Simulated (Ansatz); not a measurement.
Ansatz results at the PBE0-D4/def2-TZVP geometry: LUMO energy (B3LYP/def2-TZVPP) 0.71 eV; size of the dipole moment (B3LYP/def2-TZVPP) 1.38 D; HOMO–LUMO gap (ωB97M-V/def2-TZVPP) 12.54 eV.

Each molecule was computed in one conformer, which needn't be the lowest.

**Question.** Which molecule gave them?
A. `CCCCCCCCC`
B. `CCOC(OCC)OCC`
C. `c1ccc2cnccc2c1`
D. `C#P`

**Answer.** B. The others give `C#P`: -1.59, 0.34, 11.03; `CCCCCCCCC`: 0.73, 0.14, 13.27; `c1ccc2cnccc2c1`: -1.71, 2.56, 9.06.

B3LYP here is the variant with VWN-RPA as its local correlation; programs differ in this.
